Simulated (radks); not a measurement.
Trend from C4+ to Ne4+: ionisation energy by Delta-SCF between NIST ground configurations, and size. Method: scalar-relativistic Kohn-Sham, PBE, spin-polarised, spherical densities, finite nucleus; open shells are filled with parallel spins first; Fermi nuclear charge, rms radius of each element as measured or else 0.836 A^(1/3) + 0.57 fm; computed with a radial shooting solver on a logarithmic mesh with Libxc functionals.

| species | configuration | IE (eV) | NIST (eV) | kind | outermost | <r> outermost (bohr) |
|---|---|---|---|---|---|---|
| C4+ | [He] | 391.38 | 392.09 | theory | 1s | 0.268 |
| N4+ | [He] 2s1 | 98.433 | 97.890 | exp. | 2s | 1.05 |
| O4+ | [He] 2s2 | 112.70 | 113.90 | exp. | 2s | 0.931 |
| F4+ | [He] 2s2 2p1 | 114.49 | 114.25 | semi-emp. | 2s | 0.843 |
| Ne4+ | [He] 2s2 2p2 | 127.03 | 126.25 | exp. | 2s | 0.772 |

Reference values: NIST Atomic Spectra Database (exp. = measured, semi-emp. = semi-empirical, theory = theoretical value adopted there). Open shells are spherical and high-spin; term and fine-structure splittings are not resolved.
